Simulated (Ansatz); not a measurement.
The cluster H₄W₂⁻. Charge -1, multiplicity 2. Geometry r2SCAN-D4/def2-TZVPD.

Cartesian coordinates in Å:
```
W 0.277 0.840 0.614
W -0.304 -0.859 -0.608
H -0.212 0.117 -2.038
H -1.158 1.712 0.170
H 0.227 -0.143 2.044
H 1.170 -1.667 -0.182
```

In the def2 sets W takes a core potential; there is no spin–orbit coupling. LC-ωPBE has ω = 0.4 bohr⁻¹. At PBE-D4/def2-TZVPD, r2SCAN-D4/def2-TZVPD, PBE0-D4/def2-TZVPD the highest occupied level of the charge -1 doublet lies above zero (up to 1.03 eV). It is a level of α spin, whose loss leaves a singlet; that state wasn't run at this geometry and level. The electron is either unbound and held by the finite basis, or the level is raised by self-interaction error. At r2SCAN-D4/def2-TZVPD, PBE0-D4/def2-TZVPD, LC-ωPBE/def2-TZVPD the charge -1 doublet is spin-contaminated (final ⟨S²⟩ up to 1.58, 0.75 for a pure state). No other spin state of charge -1 was run. The geometry of the doublet was relaxed on an unsound state (⟨S²⟩ 1.12, where a pure state has 0.75). Another isomer (doublet) lies 0.13 eV lower at PBE0-D4/def2-TZVPD; other spin states weren't run for this one.

Question: Estimate the α-spin orbital energies around the gap (eV) in Ansatz with PBE-D4/def2-TZVPD, r2SCAN-D4/def2-TZVPD, PBE0-D4/def2-TZVPD, LC-ωPBE/def2-TZVPD.

Answer: 
| orbital | PBE-D4/def2-TZVPD | r2SCAN-D4/def2-TZVPD | PBE0-D4/def2-TZVPD | LC-ωPBE/def2-TZVPD |
| --- | --- | --- | --- | --- |
| HOMO−9 | -34.58 | -35.93 | -37.45 | -40.19 |
| HOMO−8 | -4.39 | -4.80 | -5.78 | -8.77 |
| HOMO−7 | -3.01 | -3.34 | -4.24 | -7.01 |
| HOMO−6 | -2.88 | -3.28 | -4.23 | -6.89 |
| HOMO−5 | -2.68 | -3.00 | -3.92 | -6.66 |
| HOMO−4 | -1.36 | -1.65 | -2.45 | -4.82 |
| HOMO−3 | -1.16 | -1.40 | -2.22 | -4.65 |
| HOMO−2 | -1.12 | -1.38 | -2.21 | -4.59 |
| HOMO−1 | 0.00 | -0.50 | -1.32 | -4.01 |
| HOMO | 1.03 | 0.88 | 0.49 | -1.31 |
| LUMO | 1.75 | 1.81 | 2.35 | 3.89 |
| LUMO+1 | 1.87 | 1.88 | 2.39 | 4.09 |
| LUMO+2 | 1.92 | 2.11 | 2.68 | 4.17 |
| LUMO+3 | 2.03 | 2.35 | 2.85 | 4.36 |
| LUMO+4 | 2.44 | 2.56 | 3.04 | 4.57 |
| LUMO+5 | 2.86 | 3.04 | 3.26 | 5.03 |
| β HOMO | 0.32 | -0.10 | -0.89 | -3.61 |
| β LUMO | 1.71 | 2.01 | 2.37 | 3.81 |
